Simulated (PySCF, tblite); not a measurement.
Isomers of C7H7ClO2S, one GFN2-xTB conformer each. Single-point energies are computed at PBE0/pcSseg-1 (PySCF, gas phase, no added dispersion term), electronic only.

Problem. Rank them by PBE0/pcSseg-1 energy, lowest first (kcal/mol).
A. `[CH3:1][S:2](=[O:3])(=[O:4])[c:5]1[cH:6][cH:7][c:8]([Cl:9])[cH:10][cH:11]1` with C1–S2–C5–C6 -89° (4-chlorophenyl methyl sulfone)
B. `[CH3:1][c:2]1[cH:3][cH:4][cH:5][c:6]([S:7](=[O:8])(=[O:9])[Cl:10])[cH:11]1` with C5–C6–S7–O8 -157°
C. `[CH3:1][c:2]1[cH:3][cH:4][cH:5][cH:6][c:7]1[S:8](=[O:9])(=[O:10])[Cl:11]` with C6–C7–S8–O9 135°
D. `[O:1]=[S:2](=[O:3])([Cl:4])[CH2:5][c:6]1[cH:7][cH:8][cH:9][cH:10][cH:11]1` with O1–S2–C5–C6 -67°, S2–C5–C6–C7 87° (phenylmethanesulfonyl chloride)

Solution. B (0.0), C (2.1), D (2.3), A (3.7).

Neighbours under 2.5 kcal/mol apart (Cc1cccc(S(=O)(=O)Cl)c1 and Cc1ccccc1S(=O)(=O)Cl; Cc1ccccc1S(=O)(=O)Cl and O=S(=O)(Cl)Cc1ccccc1; O=S(=O)(Cl)Cc1ccccc1 and CS(=O)(=O)c1ccc(Cl)cc1) can change places with a better method, another conformer or zero-point energy. GFN2-xTB itself gives, in the same order: 1.7, 0.0, 3.8, 22.2. GFN2-xTB puts Cc1ccccc1S(=O)(=O)Cl lowest instead; measured from each level's own lowest isomer, the values differ by up to 18.5 kcal/mol (CS(=O)(=O)c1ccc(Cl)cc1: 22.2 against 3.7).

Problem. Which frontier levels, dipoles and rotational constants go with these structures?

Solution. 
```json
{"SMILES": "Cc1cccc(S(=O)(=O)Cl)c1", "HOMO (eV, PBE0/pcSseg-1)": "-7.99", "LUMO (eV)": "-1.97", "dipole (D)": "5.68", "A, B, C (MHz)": "1554, 558.0, 510.6"}
{"SMILES": "Cc1ccccc1S(=O)(=O)Cl", "HOMO (eV, PBE0/pcSseg-1)": "-7.95", "LUMO (eV)": "-1.93", "dipole (D)": "4.99", "A, B, C (MHz)": "1479, 687.8, 586.4"}
{"SMILES": "O=S(=O)(Cl)Cc1ccccc1", "HOMO (eV, PBE0/pcSseg-1)": "-7.76", "LUMO (eV)": "-1.75", "dipole (D)": "3.98", "A, B, C (MHz)": "2323, 493.7, 467.5"}
{"SMILES": "CS(=O)(=O)c1ccc(Cl)cc1", "HOMO (eV, PBE0/pcSseg-1)": "-7.90", "LUMO (eV)": "-1.55", "dipole (D)": "4.09", "A, B, C (MHz)": "2535, 399.1, 375.9"}
```

Problem. What happens when harmonic zero-point energies from GFN2-xTB frequencies are added?

Solution. 
```
                SMILES  ZPE (kcal/mol)  electronic (kcal/mol)  with ZPE (kcal/mol)
Cc1cccc(S(=O)(=O)Cl)c1            78.5                    0.0                  0.0
  Cc1ccccc1S(=O)(=O)Cl            78.9                    2.1                  2.5
  O=S(=O)(Cl)Cc1ccccc1            78.8                    2.3                  2.5
CS(=O)(=O)c1ccc(Cl)cc1            77.6                    3.7                  2.8
```

The zero-point energies span 1.3 kcal/mol. The order is unchanged.
